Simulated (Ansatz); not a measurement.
`BCN[SiH3]` + H₂O → `BO` + `CN[SiH3]` at 500 K and 1 bar (formal hydrolysis of a B–C bond).

Program: Ansatz. Geometries: PBE0-D4/def2-TZVP. ΔE: electronic, gas phase. CBS: MP2 limit from def2 TZ/QZ plus the TZ coupled-cluster correction, frozen cores. This one scheme is used for every species. One conformer a species, not always the lowest.

```
    species  CCSD(T)/CBS energy (Eh)  H − E (kJ/mol)  S (J/(mol·K))
`BCN[SiH3]`               -411.42157           279.7          411.3
        H₂O                -76.37941            73.2          206.3
       `BO`               -101.80414           113.6          256.0
 `CN[SiH3]`               -386.04948           244.7          351.8
```

H − E and S are ideal-gas, rigid-rotor, harmonic terms from PBE0-D4/def2-TZVP, for one conformer and one mirror image of each species. 1 Eh = 2625.50 kJ/mol, R = 8.31446 J/(mol·K).

**Question.** By hand: ΔE, ΔH, ΔS and ΔG.

**Answer.** ΔE = (-101.80414) + (-386.04948) − (-411.42157) − (-76.37941) = -0.05264 Eh = -138.2 kJ/mol. Δ(H − E) = 113.6 + 244.7 − 279.7 − 73.2 = 5.4, so ΔH = -132.8 kJ/mol. ΔS = 256.0 + 351.8 − 411.3 − 206.3 = -9.8 J/(mol·K). ΔG = -132.8 − 500 × (-9.8)/1000 = -127.9 kJ/mol.

**Question.** By hand: the equilibrium constant, and the temperature at which ΔG would vanish if ΔH and ΔS stayed fixed.

**Answer.** log₁₀ K = −ΔG/(RT ln 10) = 13.4. ΔG = 0 at ΔH/ΔS = 13551 K, far beyond where these terms or the molecules hold.

The number of gas molecules stays the same, so ΔS is small and ΔH decides. A doubt of 5 kJ/mol in ΔE shifts log₁₀ K by 0.5 here. Other conformers and mirror images would add mixing entropy, several J/(mol·K) or more a flexible species. These are equilibria of isolated gas molecules and say nothing of rates. Largest T1 diagnostic: 0.014 (customary marks: 0.02 for closed shells, 0.045 for open ones).
